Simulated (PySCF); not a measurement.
**Electron correlation in Te (tellurium, neutral)**

[Kr] 4d10 5s1 5p5, high-spin 3P determinant (an excited configuration). Calculation: PySCF 2.14, in x2c-TZVPPall (8s6p4d2f, 60 functions); scalar relativity by spin-free X2C-1e. Frozen: [Ar] 3d10; 24 electrons correlated.

MP2 pair energies summed by pair of shells (mhartree):

```json
{"pair": "4d-4d", "energy": "-233.87", "share (%)": "40.9"}
{"pair": "4d-5p", "energy": "-97.60", "share (%)": "17.1"}
{"pair": "5p-5p", "energy": "-96.56", "share (%)": "16.9"}
{"pair": "4p-4d", "energy": "-55.38", "share (%)": "9.7"}
{"pair": "4p-4p", "energy": "-22.09", "share (%)": "3.9"}
{"pair": "4d-5s", "energy": "-16.38", "share (%)": "2.9"}
{"pair": "4s-4d", "energy": "-14.65", "share (%)": "2.6"}
{"pair": "5s-5p", "energy": "-12.78", "share (%)": "2.2"}
{"pair": "4s-4p", "energy": "-8.34", "share (%)": "1.5"}
{"pair": "4p-5p", "energy": "-7.11", "share (%)": "1.2"}
{"pair": "4p-5s", "energy": "-3.32", "share (%)": "0.6"}
{"pair": "4s-4s", "energy": "-1.99", "share (%)": "0.3"}
{"pair": "4s-5p", "energy": "-0.94", "share (%)": "0.2"}
{"pair": "4s-5s", "energy": "-0.28", "share (%)": "0.0"}
```

Total MP2 correlation energy: -571.27 mhartree.

Same-spin part -198.81 and opposite-spin part -372.46 mhartree; SCS-MP2 scales them by 1/3 and 6/5 to -513.22 mhartree.

This basis was not built for core-valence correlation, so the inner-shell part is incomplete.
